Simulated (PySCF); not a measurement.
Telling isomers of C7H14N2Si apart by NMR

Gas phase, non-relativistic Hamiltonian, fast rotation and ring inversion assumed for equivalent nuclei, one conformer. Geometry from GFN2-xTB; σ from GIAO-PBE0/pcSseg-1; PySCF 2.14.0 with density-fitted response routines.

δ = σ(ref) − σ, references computed at the same level: TMS for ¹H (σ = 31.72 ppm), ¹³C (σ = 186.93 ppm). Where no couplings were computed, multiplicities follow the n + 1 count of equivalent neighbours, and m marks all less simple cases (inequivalent or close neighbours, rings, F or P nearby). Shifts are as computed. Against solution values, carbons near 30 ppm lie about +3 ppm off and those near 130 ppm about +5 ppm. Of 1211 compounds with measured shifts, 218 miss one by over three times the rms of a fit or turn the order of signals round; such compounds aren't used in these exercises.

(1) Tabulate the signals of `Cc1cc(C)n([SiH](C)C)n1`, `Cc1cnn([Si](C)(C)C)c1` and their relative energies.

(2) What is the quickest way to tell Cc1cc(C)n([SiH](C)C)n1 from Cc1cnn([Si](C)(C)C)c1?

## Answers

(1) 
```json
{"SMILES": "Cc1cc(C)n([SiH](C)C)n1", "carbon types": "2×C 1×CH 4×CH3", "δC": "155.4, 150.6, 113.1, 16.2, 13.7, -1.4", "δH": "6.11 (s, 1H), 5.41 (sept, 1H), 2.45 (s, 3H), 2.38 (s, 3H), 0.47 (d, 6H)", "E rel. (kcal/mol)": "5.3"}
{"SMILES": "Cc1cnn([Si](C)(C)C)c1", "carbon types": "1×C 2×CH 4×CH3", "δC": "147.5, 135.3, 123.1, 11.2, 0.1", "δH": "7.69 (m, 1H), 7.27 (m, 1H), 2.30 (s, 3H), 0.40 (s, 9H)", "E rel. (kcal/mol)": "0.0"}
```

Energies are electronic energies at PBE0/pcSseg-1 on these geometries, without zero-point or thermal terms, each for the one conformer computed, which needn't be the lowest.

(2) Count the carbon signals: 6 against 5. The first has a substituted aromatic carbon next to a ring nitrogen (C) at 155.4 ppm, the second an aromatic CH next to a ring nitrogen at 147.5 ppm. In the proton spectra the most deshielded non-exchanging signals are 6.11 (s, 1H) and 7.69 (m, 1H).
